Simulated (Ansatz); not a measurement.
Reaction (ligand exchange at the Si–N bond): `F[SiH2]N([SiH3])[SiH3]` + `C#CS` → `C#CS[SiH3]` + `F[SiH2]N[SiH3]`

Gas-phase electronic energies from Ansatz, PBE0-D4/def2-TZVP geometries. CBS: MP2 limit from def2 TZ/QZ plus the TZ coupled-cluster correction, frozen cores. This one scheme is used for every species. Functionals use def2-TZVPP. One conformer a species, not always the lowest.

`F[SiH2]N([SiH3])[SiH3]`:

Z-matrix (Å, degrees):
```
Si
N 1 1.713
F 1 1.599 2 111.2
H 1 1.482 2 108.1 3 117.5
H 1 1.479 2 111.1 3 -118.1
Si 2 1.743 1 121.3 3 75.7
Si 2 1.744 1 119.9 3 -101.8
H 6 1.486 2 110.4 1 126.0
H 6 1.485 2 111.2 1 -113.8
H 6 1.485 2 107.6 1 6.2
H 7 1.487 2 107.3 1 166.0
H 7 1.486 2 111.5 1 -74.8
H 7 1.485 2 110.6 1 46.2
```

`C#CS`:

Cartesian coordinates in Å:
```
C 0.568 -0.353 -1.057
C 0.202 -0.043 0.047
S -0.177 0.363 1.632
H 0.879 -0.624 -2.038
H -1.472 0.657 1.415
```

`C#CS[SiH3]`:

Cartesian coordinates in Å:
```
C -0.192 -2.175 -0.830
C 0.111 -1.441 0.076
S 0.545 -0.451 1.364
Si 0.070 1.414 0.395
H -0.459 -2.825 -1.629
H 0.902 1.576 -0.820
H -1.369 1.446 0.043
H 0.393 2.454 1.403
```

`F[SiH2]N[SiH3]`:

```xyz
10

F    -0.318    0.151   -2.533
Si    0.167    0.927   -1.218
N     0.627   -0.133    0.037
Si   -0.377   -0.841    1.260
H     1.338    1.734   -1.630
H    -0.982    1.737   -0.761
H     1.581   -0.465    0.001
H    -0.501   -2.314    1.095
H    -1.714   -0.212    1.132
H     0.178   -0.583    2.616
```

**Question.** Is it downhill or uphill in electronic energy at CCSD(T)/CBS, and by how much? (An estimate is asked.)

**Answer.** Ansatz gave: Downhill: ΔE = -5.8 kJ/mol.

**Question.** What do these levels give: revPBE-D4, r2SCAN-D4, CAM-B3LYP-D4, BLYP, r2SCAN, HF/def2-SVP? (Estimate.)

**Answer.** Ansatz gave: revPBE-D4 -13.0, r2SCAN-D4 -10.1, CAM-B3LYP-D4 -4.5, BLYP -16.4, r2SCAN -11.3, HF/def2-SVP -4.2 kJ/mol.

Largest T1 diagnostic among the species: 0.013.

From PBE to PBE0 (25 % exact exchange), in def2-TZVPP and without D4, ΔE moves by +3.2 kJ/mol. The D4 term adds +6.8 kJ/mol with B3LYP and +3.8 kJ/mol with PBE0; it sums over pairs of atoms, weighted by their polarisabilities, and B3LYP, whose exchange is more repulsive, gets the larger term.

B3LYP here is the variant with VWN-RPA as its local correlation; programs differ in this.
